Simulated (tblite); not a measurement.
Species: CH8B2N2Si.
Numbering: `[BH2:1][N:2]1[BH:3][NH:4][CH2:5][SiH2:6]1` (hydrogens: H7, H8 on B1; H9 on B3; H10 on N4; H11, H12 on C5; H13, H14 on Si6)

Computed with GFN2-xTB (tblite), gas phase: L-BFGS steps from a force-field or distance-geometry start until the largest atomic force falls under 0.01 eV/Å.

Step 40: E = -445.3447 eV
```
atom  x, y, z in Å  |  force x, y, z in eV/Å
B1      2.2982   -0.1822    0.1517   -0.075   0.033  -0.010
N2      0.8988   -0.0811    0.1752   -0.048   0.059  -0.036
B3     -0.0159   -0.9536    0.9087    0.065  -0.009  -0.007
N4     -1.3496   -0.7628    0.5848    0.039  -0.001  -0.028
C5     -1.6710    0.1774   -0.4781    0.012  -0.005  -0.009
Si6    -0.0234    1.1234   -0.7000    0.023   0.038   0.009
H7      2.8255   -1.0237    0.7689    0.077  -0.022   0.018
H8      2.9018    0.5852   -0.5075    0.011  -0.075   0.077
H9      0.3493   -1.7269    1.7027   -0.033  -0.016   0.000
H10    -2.1254   -1.2689    0.9815   -0.010  -0.015  -0.055
H11    -2.5238    0.8028   -0.2095    0.022   0.065   0.119
H12    -1.9680   -0.3609   -1.3845    0.000  -0.074  -0.038
H13     0.4290    1.2928   -2.0813   -0.071  -0.039   0.011
H14    -0.0261    2.3780    0.0652   -0.012   0.064  -0.053
```

Step 41: E = -445.3474 eV
```
atom  x, y, z in Å  |  force x, y, z in eV/Å
B1      2.2974   -0.1819    0.1533   -0.103   0.040   0.024
N2      0.8977   -0.0762    0.1797   -0.024   0.045  -0.053
B3     -0.0151   -0.9567    0.9060    0.060   0.022  -0.020
N4     -1.3483   -0.7662    0.5801    0.050  -0.022   0.014
C5     -1.6718    0.1768   -0.4774    0.020   0.037  -0.014
Si6    -0.0276    1.1267   -0.6971    0.090  -0.009  -0.003
H7      2.8276   -1.0108    0.7854    0.060  -0.033   0.008
H8      2.9020    0.5736   -0.5158    0.021  -0.045   0.056
H9      0.3507   -1.7370    1.6921   -0.031  -0.018   0.012
H10    -2.1230   -1.2719    0.9781   -0.036  -0.036  -0.050
H11    -2.5172    0.8089   -0.2029   -0.018   0.046   0.121
H12    -1.9749   -0.3586   -1.3833   -0.001  -0.059  -0.043
H13     0.4277    1.2857   -2.0777   -0.067  -0.027  -0.014
H14    -0.0258    2.3871    0.0573   -0.020   0.060  -0.039
```

Q: Estimate the geometry and energy of step 42. (The exact step hangs on the optimiser's Hessian estimate; all steps are aligned on step 41, rigid shifts and turns removed.)

A: E = -445.3497 eV, largest force 0.115 eV/Å
```
atom  x, y, z in Å  |  force x, y, z in eV/Å
B1      2.2953   -0.1820    0.1551   -0.073   0.029   0.061
N2      0.8961   -0.0715    0.1821    0.006   0.015  -0.044
B3     -0.0133   -0.9590    0.9033    0.029   0.036  -0.021
N4     -1.3460   -0.7697    0.5755    0.042  -0.027   0.032
C5     -1.6714    0.1764   -0.4775    0.014   0.063  -0.009
Si6    -0.0298    1.1302   -0.6955    0.110  -0.032  -0.013
H7      2.8302   -1.0016    0.7975    0.023  -0.030  -0.008
H8      2.9023    0.5640   -0.5194    0.034  -0.009   0.026
H9      0.3500   -1.7445    1.6847   -0.016  -0.018   0.020
H10    -2.1216   -1.2730    0.9736   -0.045  -0.059  -0.040
H11    -2.5102    0.8133   -0.1931   -0.040   0.019   0.092
H12    -1.9797   -0.3581   -1.3828   -0.005  -0.019  -0.024
H13     0.4240    1.2793   -2.0764   -0.056  -0.013  -0.038
H14    -0.0266    2.3956    0.0506   -0.023   0.046  -0.034
```

The energy changes by -0.0023 eV. The first-order estimate −F·Δx gives -0.0033 eV and the mean of the old and new forces, exact on a quadratic surface, -0.0023 eV. The step makes an angle of 69° with the force vector and moves no atom by more than 0.015 Å.

The cost below is that of the whole relaxation. The run took 0.82 s of wall time on an Arm Neoverse N1 with one thread, no GPU, on a shared host.
